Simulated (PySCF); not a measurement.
**Excitation energy of Os by level of theory**

Os [Xe] 4f14 5d6 6s2 (5D) → Os [Xe] 4f14 5d5 6s2 6p1 (7P), as a difference of total energies. Calculation: PySCF 2.14, in aug-cc-pwCVDZ-PP with ECP60MDF; a scalar-relativistic core potential. The calculations carry no spin-orbit coupling.

| method | excitation energy (eV) |
| --- | --- |
| PBE | 4.155 |
| PBE0 | 3.905 |
| r2SCAN | 3.895 |
| LC-wPBE | 3.590 |
| HSE06 | 3.930 |

The determinant of the upper state mixes LS terms, which raises its energy above the lowest term, most at the Hartree-Fock and MP2 levels.
